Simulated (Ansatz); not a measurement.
CH5ClSiTe, SMILES `[SiH3]C(Cl)[TeH]`, relaxed with RKS PBE0-D4/def2-TZVP in the Gaussian-basis code of Ansatz from a PBE-D4/def2-SVP geometry. The force threshold is 0.005 eV/Å; the program also tests the step.

Total charge 0; spin multiplicity 1. Te: def2 effective core potential.

Start:

```xyz
9

Si    0.664   -0.637    0.679
C     0.101    0.387   -0.828
Cl   -0.465   -0.734   -2.128
Te   -1.360    1.918   -0.255
H     1.670   -1.664    0.239
H     1.286    0.278    1.697
H    -0.538   -1.322    1.263
H     0.940    0.980   -1.244
H    -2.298    0.795    0.575
```

Task: By how much does the energy fall, and how many steps does the optimiser take? (Best estimate.)

Result: The calculation gave: 4.47 kJ/mol, in 6 steps.

Task: Which bonds change most? (Best estimate.)

Result: Computed: C2–Te4 from 2.193 to 2.146 Å; Te4–H9 from 1.682 to 1.658 Å; C2–Cl3 from 1.808 to 1.786 Å; Si1–C2 from 1.907 to 1.885 Å.

Task: Give the relaxed structure. (An estimate is asked.)

Result: Computed: 
```xyz
9

Si    0.644   -0.628    0.668
C     0.099    0.383   -0.827
Cl   -0.429   -0.721   -2.127
Te   -1.355    1.864   -0.280
H     1.641   -1.644    0.242
H     1.248    0.284    1.671
H    -0.550   -1.300    1.237
H     0.929    0.969   -1.225
H    -2.227    0.794    0.641
```
